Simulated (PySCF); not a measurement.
Fill in the blanks.

Species: (ClBe-mu-F)2.
Z-matrix (Å and degrees, PBE0-D3(BJ)/def2-SVP geometry), rows numbered from 1:
```
Be
Cl  1  1.8273
F   1  1.5828  2  135.13
Be  3  1.5855  1   90.77  2   179.88
Cl  4  1.8272  3  135.58  1   179.87
F   4  1.5831  3   89.23  1     0.00
```

```tsv
property	level	value
point group	PBE0-D3(BJ)/def2-SVP	?
rotational constants A, B, C	PBE0-D3(BJ)/def2-SVP	10.742, 0.798, 0.743 GHz
dipole moment	B3LYP/def2-SVPD	0.00 D
HOMO energy	B3LYP/def2-SVPD	?
LUMO energy	B3LYP/def2-SVPD	-1.13 eV
lowest singlet excitation	TDDFT B3LYP/def2-SVPD	?
strongest line among the 10 lowest singlet transitions	TDDFT B3LYP/def2-SVPD	S3 at 7.36 eV (169 nm, f = 0.083)
lowest triplet excitation (Tamm–Dancoff)	TDA B3LYP/def2-SVPD	7.04 eV
static isotropic polarisability	B3LYP/def2-SVPD	53.6 au
vertical ionisation energy	ΔSCF B3LYP/def2-SVPD	11.40 eV
electronic spatial extent ⟨r²⟩ about the centre of nuclear charge	B3LYP/def2-SVPD	?
isotropic shieldings of nuclei other than C and H, by class	GIAO KT2/pcSseg-1	?
core binding energies	ΔSCF SCAN, pcX-2 on the ionised atom, pcseg-1 elsewhere, spin-free X2C, 2p3/2 from a spin–orbit splitting computed afterwards within the 2p shell	?
```

Gas-phase values; electronic properties from PySCF, density fitting. Isolated species at its PBE0-D3(BJ)/def2-SVP geometry (one conformer only).

What is the lowest singlet excitation?

7.18 eV (173 nm, f = 0.000).

Give the isotropic shieldings of nuclei other than C and H, by class.

103 (Be1/Be4), 330 (F3/F6), 992 (Cl2/Cl5) ppm.

The electronic spatial extent ⟨r²⟩ about the centre of nuclear charge?

1288 bohr².

What is the point group?

D2h.

The core binding energies?

Be1s 123.6 (Be1/Be4), Cl2p3/2 206.3 (Cl2/Cl5), F1s 694.7 (F3/F6), Cl1s 2828.9 (Cl2/Cl5) eV.

What is the HOMO energy?

-9.19 eV.

The principal polarisabilities are 45.4, 46.3 and 69.2 au; their mean is the isotropic value. The largest Löwdin shares of the HOMO are 0.47 on Cl2 and 0.47 on Cl5. The rotational constants make it an asymmetric top with κ = (2B − A − C)/(A − C) = -0.99, nearer the prolate limit (−1). The polarisability is 7.95 Å³ as a volume (1 au = 0.148185 Å³), or 0.89 au for each of the 60 electrons. The largest Löwdin shares of the LUMO are 0.30 on Be4, 0.30 on Be1, 0.12 on Cl5 and 0.12 on Cl2. The vertical singlet–triplet gap S1 − T1 is 0.14 eV (TDDFT singlet less Tamm–Dancoff triplet; S1: HOMO→LUMO, weight 0.98; T1: HOMO→LUMO, weight 0.95).
